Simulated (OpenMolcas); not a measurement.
Ni4+ (d6) among equal point charges was computed by CASSCF with the d shell active (OpenMolcas, ANO-RCC-VDZP on the metal). Its lowest spin-free states, and all those of the highest spin:

```json
{"2S+1": "5", "Degeneracy": "1", "E (cm-1)": "0.0"}
{"2S+1": "5", "Degeneracy": "2", "E (cm-1)": "701.5"}
{"2S+1": "5", "Degeneracy": "1", "E (cm-1)": "2750"}
{"2S+1": "5", "Degeneracy": "1", "E (cm-1)": "4011"}
{"2S+1": "3", "Degeneracy": "1", "E (cm-1)": "28528"}
{"2S+1": "3", "Degeneracy": "2", "E (cm-1)": "28712"}
{"2S+1": "3", "Degeneracy": "1", "E (cm-1)": "29539"}
{"2S+1": "3", "Degeneracy": "2", "E (cm-1)": "29649"}
{"2S+1": "3", "Degeneracy": "2", "E (cm-1)": "30828"}
{"2S+1": "3", "Degeneracy": "1", "E (cm-1)": "30966"}
{"2S+1": "3", "Degeneracy": "1", "E (cm-1)": "31469"}
{"2S+1": "3", "Degeneracy": "1", "E (cm-1)": "31498"}
```

Problem. Is the site octahedral, tetrahedral or cube-like, axial, or of lower symmetry?

Solution. The states with 2S+1 = 5 have orbital degeneracies 1, 2, 1, 1. There are pairs but no triples, so the site is axial: not cubic, but with a proper or improper axis of order three or more. The run had Ni4+ among 6 point charges of -1.5 e arranged as a tetragonal octahedron (D4h), 1.82 Å from the ion, with the axial distance 1.747 Å.

Spin-orbit coupling mixes the spin-free states strongly: the lowest level takes only 68 % from its leading state, 5B2. Without dynamic correlation the repulsion within the d shell is too large (B by tens of per cent), so at a given field states of lower spin stand too high. Point charges give a weaker field than real ligands, and real ions of this kind are often low spin; the high spin found here belongs to the model. The ground term spreads over less than 5000 cm-1, several times less than with real ligands, so orbital moments are less quenched and χT lies further from the spin-only value than at real sites. This is an electrostatic model: the charges have no orbitals. No measured value stands beside these numbers.
